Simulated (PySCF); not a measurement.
1,4-cyclohexanedione, C6H8O2.
SMILES: `O=C1CCC(=O)CC1`

Four sets of settings were typed for PySCF runs (density fitting) on one GFN2-xTB geometry. Runs with no stated cap are allowed at least 80 cycles.

Question: One run ended without self-consistency. Which?
A. PBE0/pcseg-1, grid level 0, start guess random, at most 86 cycles
B. B97-D/3-21G, grid level 4
C. B97-2/def2-SVPD, DIIS off, at most 1 cycle
D. KT2/IGLO-II, fitting basis cc-pvdz-ri, at most 79 cycles

Answer: C. The cap of 1 cycle ended the SCF with an orbital gradient of 1.1e+00, before the energy threshold of 1e-09 Eh and the gradient threshold (its square root) were both met. Raise the cap, and go back to DIIS. Its energy and orbitals aren't self-consistent and shouldn't be used.

The end of its output:
```
final grid: 132640 points
cycle   1  E = -383.2750821679  dE =  1.279e+00  |g| = 1.074e+00  |ddm| = 5.876e+00
SCF not converged, last energy = -383.2750821679
```

The others met their thresholds:

| settings | basis functions | SCF cycles | E (Eh) | HOMO (eV) | LUMO (eV) | dipole (D) |
| --- | --- | --- | --- | --- | --- | --- |
| PBE0/pcseg-1, grid level 0, start guess random, at most 86 cycles | 152 | 16 | -383.3189 | -7.41 | -0.76 | 0.04 |
| KT2/IGLO-II, fitting basis cc-pvdz-ri, at most 79 cycles | 224 | 11 | -390.3877 | -5.92 | -1.84 | 0.03 |
| B97-D/3-21G, grid level 4 | 88 | 15 | -381.5072 | -5.25 | -1.27 | 0.03 |

The row «PBE0/pcseg-1, grid level 0, start guess random, at most 86 cycles» carries the error of a grid, fitting basis or threshold typed as a poor one on purpose, so its figures aren't the species' properties at that level. The row «KT2/IGLO-II, fitting basis cc-pvdz-ri, at most 79 cycles» carries the error of a grid, fitting basis or threshold typed as a poor one on purpose, so its figures aren't the species' properties at that level. B97-D ran without the empirical dispersion term, which would shift the total energy alone. Cycle counts include a coarse-grid stage where the run had one. KT2 was designed for NMR shieldings or shifts; total energies of different functionals aren't comparable.
